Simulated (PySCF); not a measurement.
Level of theory: PBE-D3(BJ)/def2-TZVP (PySCF). All species are isolated molecules in the gas phase. Excitations are Tamm–Dancoff values on a coarser integration grid. The basis has no diffuse functions, so Rydberg states are missing or too high.

Reference species (SMILES): `[NH2][Al]([NH2])[Cl]` (neutral, multiplicity 1).

```
Item                   Result
-------------------  --------
T1 excitation (TDA)   4.66 eV
HOMO                 -5.79 eV
```

Changed species: `[NH2][Al]([NH2])[NH2]` (3 of 3 Cl replaced by NH2; the reference has 2 of 3 Cl replaced by NH2).

Question: Predict the effect on the T1 excitation (TDA) and HOMO.

Answer: the T1 excitation (TDA) falls by 0.08 eV, to 4.58 eV; the HOMO rises by 0.52 eV, to -5.27 eV.
